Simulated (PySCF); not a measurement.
AlH₅O₂Si, SMILES [OH][AlH][O][SiH3].

The structure is a stationary point at B3LYP-D3(BJ)/def2-SVP. One conformer was computed; it need not be the lowest.

Level of theory: IEF-PCM-M06-2X/def2-SVP in PySCF.

The values are the electrostatic part of the solvation free energy, E(continuum) − E(gas) at the gas-phase geometry, in a cavity of scaled van der Waals radii (PySCF's table); cavitation and dispersion terms are not included. A continuum can't describe solvent molecules that bind to the metal. In vacuum the orbital gap is 10.47 eV. The dipole moment in vacuum is 1.15 D.

Computed values in water (ε = 78.36), diethylether (ε = 4.24), benzene (ε = 2.27):
```
solvent           ε  ΔG(elec) (kcal/mol)  dipole (D)  gap (eV)
------------  -----  -------------------  ----------  --------
water         78.36                 -5.7        1.41     10.77
diethylether   4.24                 -3.8        1.31     10.68
benzene        2.27                 -2.5        1.25     10.61
```
